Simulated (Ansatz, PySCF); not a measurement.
This Ansatz (a quantum-chemistry and plane-wave program) input computes a CCSD(T)/cc-pVDZ energy:

Ansatz 0.2 input:
```yaml
crystal:
  periodic: [false, false, false]
  atoms:
    - {symbol: N, position_ang: [-0.00000000, -0.00000000, -1.25788698]}
    - {symbol: C, position_ang: [-0.00000000, -0.00000000, -0.07148933]}
    - {symbol: O, position_ang: [0.00000000, 0.00000000, 1.15426811]}
basis:
  gaussian:
    orbitals: cc-pVDZ
total_charge: -1
magnetization: {spin_polarized: false}
correlation: {method: ccsd_t, electrons: outside_noble_gas}
```

Q: Write an input for the same energy in PySCF and say what it gives.

A: 
```python
from pyscf import gto, scf, mp, cc as ccmod

mol = gto.M(
    atom='''
    N    -0.00000000   -0.00000000   -1.25788698
    C    -0.00000000   -0.00000000   -0.07148933
    O     0.00000000    0.00000000    1.15426811
    ''',
    basis='cc-pvdz',
    charge=-1,
    spin=0,
    verbose=4,
)

mf = scf.RHF(mol)
mf.conv_tol = 1e-10
mf.max_cycle = 100
mf.kernel()
mp2 = mp.MP2(mf, frozen=3).run()
cc = ccmod.CCSD(mf, frozen=3)
cc.max_cycle = 100
cc.kernel()
et = cc.ccsd_t()
print(f'E(CCSD(T)) = {cc.e_tot + et:.9f}')
```
It gives -167.68990 Eh, and Ansatz -167.68990 Eh, a difference of 0.00 mEh.

It need not be the lowest isomer of its formula. Whether it binds its extra electron was not tested at this geometry.
